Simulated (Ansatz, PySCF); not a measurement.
Gas-phase reaction (SMILES): [InH3] (InH3) + F (HF) → [F][InH2] + [H][H] (H2); hydrogen fluoride cleaves one In-H bond, a model of a ligand-exchange step.

Geometries: B3LYP-D3(BJ)/def2-TZVP minima from Ansatz (a program for electronic structure). Valence correlation only, unless marked. No spin-orbit coupling. The frozen core is the preceding noble-gas configuration, with the filled d and f shells of earlier blocks. In def2 rows, elements after Kr have scalar-relativistic effective core potentials. CBS(X,Y): correlation extrapolated as X^-3; Hartree-Fock from the larger set. Thermal terms are rigid-rotor harmonic-oscillator values from B3LYP-D3(BJ) frequencies (Ansatz or PySCF) at 298.15 K and 1 atm. 1 Eh = 627.5095 kcal/mol.

```csv
species,"E, CCSD(T)/CBS(def2-TZVPPD,def2-QZVPPD) (Ansatz) (Eh)","E, B3LYP-D3(BJ)/def2-TZVPD (Ansatz + dftd3) (Eh)",H - E (Eh),G - E (Eh)
[InH3] (InH3),-191.03290,-191.96827,0.02065,-0.00537
F (HF),-100.39266,-100.49389,0.01259,-0.00713
[F][InH2],-290.27836,-291.30758,0.01786,-0.01226
[H][H] (H2),-1.17452,-1.17983,0.01336,-0.00144
```

### Question
Work out ΔE and ΔH, ΔG, ΔS and the equilibrium constant at 298.15 K at the first level, then ΔH at the second.

### Answer

1. ΔE = [(-290.27836) + (-1.17452)] - [(-191.03290) + (-100.39266)] = -0.02732 Eh = -17.1 kcal/mol at CCSD(T)/CBS(def2-TZVPPD,def2-QZVPPD).
2. The terms H - E add up to -0.00202 Eh, so ΔH = (-0.02732 + (-0.00202))×627.5095 = -18.4 kcal/mol.
3. The terms G - E add up to -0.00120 Eh, so ΔG = -17.9 kcal/mol, and ΔS = (-0.00202 - (-0.00120))×627509.5/298.15 = -1.7 cal/(mol K).
4. log10 K = -ΔG/(RT ln 10) = 13.1, with RT ln 10 = 1.3642 kcal/mol.
5. At B3LYP-D3(BJ)/def2-TZVPD the same steps give ΔE = -15.8 and ΔH = -17.1 kcal/mol, a shift of +1.3 from the first level.
6. These values are not checked against measurement here, since the tables used lack a sound gas-phase enthalpy of formation for at least one species.
